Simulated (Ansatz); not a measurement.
```xyz
19

Co    0.0000    0.0000    0.0000
O     0.0000    0.0000    1.8900
H    -0.1490    0.7452    2.4800
H     0.1490   -0.7452    2.4800
O     0.0000    0.0000   -1.8900
H     0.1490   -0.7452   -2.4800
H    -0.1490    0.7452   -2.4800
O     1.8900    0.0000    0.0000
H     2.4800   -0.7452    0.1490
H     2.4800    0.7452   -0.1490
O    -1.8900    0.0000    0.0000
H    -2.4800    0.7452   -0.1490
H    -2.4800   -0.7452    0.1490
O     0.0000    1.8900    0.0000
H     0.7259    2.4800   -0.2250
H    -0.7259    2.4800    0.2250
O     0.0000   -1.8900    0.0000
H    -0.7259   -2.4800    0.2250
H     0.7259   -2.4800   -0.2250
```

Basis set: def2-SVP on H, O; pcseg-2 on Co. Charge 3. Computed with Ansatz (development build ahead of 0.2.0); the lowest solution found for each multiplicity.

**Question.** How do the multiplicities compare at this shape? Give, from the lowest of each method, PBE0 (unrestricted) for 1, 5; PBE0 (restricted) for 1, 5; HF (restricted) for 1, 5; HF (unrestricted) for 1, 5.

**Answer.**

| method | multiplicity | E (eV) | <S²> |
| --- | --- | --- | --- |
| PBE0, unrestricted | 1 | 0.000 | 0.31 |
| PBE0, unrestricted | 5 | 0.005 | 6.01 |
| PBE0, restricted | 1 | 0.000 | 0.00 |
| PBE0, restricted | 5 | 0.098 | 6.00 |
| HF, restricted | 1 | 1.792 | 0.00 |
| HF, restricted | 5 | 0.000 | 6.00 |
| HF, unrestricted | 1 | 1.759 | 1.04 |
| HF, unrestricted | 5 | 0.000 | 6.01 |

Caution: other spin multiplicities may lie lower. Caution for PBE0, unrestricted: the unrestricted determinant is spin contaminated. Caution for HF, unrestricted: the unrestricted determinant is a mixture of spin states.
